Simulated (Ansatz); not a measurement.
Correlation energies of CH$_{6}$NSn, SMILES `[CH3][SnH][NH2]` radical by basis set

```xyz
9

C    -0.897   -0.934    0.845
Sn    0.982   -0.339   -0.041
N     0.470    1.215   -1.265
H    -1.366   -0.043    1.267
H    -0.724   -1.667    1.632
H    -1.550   -1.366    0.087
H     1.986    0.425    1.151
H    -0.150    0.976   -2.028
H     1.249    1.734   -1.649
```

The species carries charge 0 and has multiplicity 2. Correlated methods include outer-core shells of Sn, which these sets cover unevenly. Sn: def2 effective core potential. All single points use the PBE0-D4/def2-TZVP geometry. It is one conformer, not always the lowest. Frozen core, unrestricted reference, Ansatz 0.2.0.

```csv
basis,HF (Eh),MP2 corr.
def2-SVP,-309.04764,-0.42422
def2-TZVPP,-309.17630,-0.71583
def2-QZVPP,-309.18338,-0.95384
```

(1) Estimate the CCSD correlation energy and the (T) correction in each basis where they were run (hartree).

## Answers

(1) 
| basis | CCSD corr. | (T) |
| --- | --- | --- |
| def2-SVP | -0.46466 | -0.01346 |
| def2-TZVPP | -0.73798 | -0.02569 |
